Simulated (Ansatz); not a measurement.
Consider the isomerisation: `CCOC[SiH3]` → `C[SiH](C)CO`.

Gas-phase electronic energies from Ansatz, PBE0-D4/def2-TZVP geometries. CCSD(T)/CBS is the MP2 limit (def2-TZVPP, def2-QZVPP) plus CCSD(T) − MP2 in def2-TZVPP, frozen cores. DFT in def2-TZVPP. B3LYP here is the variant with VWN-RPA as its local correlation; programs differ in this. Each species was taken in one conformer, which may not be the lowest.

```csv
level,ΔE (kJ/mol)
r2SCAN-D4,-114.6
PBE0-D4,-112.6
B3LYP-D4,-105.9
ωB97X-V,-104.8
PBE0,-111.1
SCS-MP2/def2-TZVPP,-105.7
CCSD(T)/def2-TZVPP,-107.3
HF/CBS(def2),-91.2
```

(1) What does CCSD(T)/CBS give? (Best estimate.)

Largest T1 diagnostic among the species: 0.011.

## Answers

(1) Computed: -112.6 kJ/mol. The listed levels differ from it by -2.0, 0.0, 6.7, 7.8, 1.5, 6.9, 5.3, 21.4 kJ/mol.

In def2-TZVPP, CCSD(T) changes the Hartree–Fock value by −16.2 kJ/mol (the triples alone add −1.0 kJ/mol) and MP2 by −23.9 kJ/mol.

CCSD(T)/CBS has its own doubt, a few kJ/mol and more with outer-core shells, so smaller differences from it don't rank the levels.
